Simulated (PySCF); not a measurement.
Electron correlation in Bi (bismuth, neutral)

[Xe] 4f14 5d10 6s2 6p3, high-spin 4S determinant. Computed with PySCF 2.14 in cc-pVDZ-PP with ECP60MDF (4s3p2d, 23 functions), with a scalar-relativistic core potential. Frozen: 5s2 5p6 5d10; 5 electrons correlated.

MP2 pair energies summed by pair of shells (mhartree):

```tsv
pair	energy	share (%)
6s-6p	-24.22	64.1
6p-6p	-8.47	22.4
6s-6s	-5.10	13.5
```

Total MP2 correlation energy: -37.79 mhartree.

Same-spin part -11.01 and opposite-spin part -26.77 mhartree; SCS-MP2 scales them by 1/3 and 6/5 to -35.80 mhartree.

```csv
level,correlation energy (mhartree)
CCSD,-47.74
(T),-0.37
CCSD(T),-48.11
```

Diagnostics: T1 = 0.0045, D1 = 0.0100, largest double amplitude 0.049.

Spin-orbit coupling is strong in this species (close to jj coupling), so the high-spin LS determinant is a model state, not a physical level.

Cost of the coupled-cluster step: 0.15 s of wall time on 1 thread of Neoverse-N1 (shared host), for 5 correlated electrons.

Spin-orbit coupling is strong in this species, so the high-spin LS determinant is a model state.
